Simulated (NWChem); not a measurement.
# SnH2O, singlet; SMILES [OH][SnH]

```xyz
4

Sn     0.0383    -0.3053     0.0000
H     -1.7629    -0.4000     0.0000
O      0.0804     1.6956     0.0000
H     -0.7949     2.1003     0.0000
```
Atoms are numbered in this order, from 1.

Results from NWChem. Medium grid unless said otherwise, to which SCAN and Minnesota functionals are sensitive. Low-valent species are run as closed-shell singlets; no triplet was tried in these runs. Structure relaxed at the PBE0/def2-SVP level. def2 effective core potentials on Sn; no spin-orbit coupling. B3LYP is NWChem's, with the RPA form of VWN correlation. Total energies of different functionals are on different scales.

```csv
level,energy (Ha),highest occupied level (eV),orbital gap (eV),dipole (D)
B3LYP/def2-SVP,-290.7337,-6.59,4.02,1.15
PBE/def2-SVP,-290.5749,-5.70,2.66,0.97
r2SCAN0/def2-SVP,-290.6531,-6.96,4.64,1.31
LRC-wPBEh/def2-SVP,-290.5979,-8.54,7.85,1.27
r2SCAN/def2-SVP,-290.6967,-6.00,3.02,1.10
KT2/def2-SVP,-292.9775,-5.75,2.63,1.00
M06-L/def2-SVP,-290.8084,-5.84,3.05,1.12
revPBE/def2-SVP,-290.6834,-5.67,2.71,0.96
MPW1K/def2-SVP,-290.7108,-7.55,5.67,1.41
```
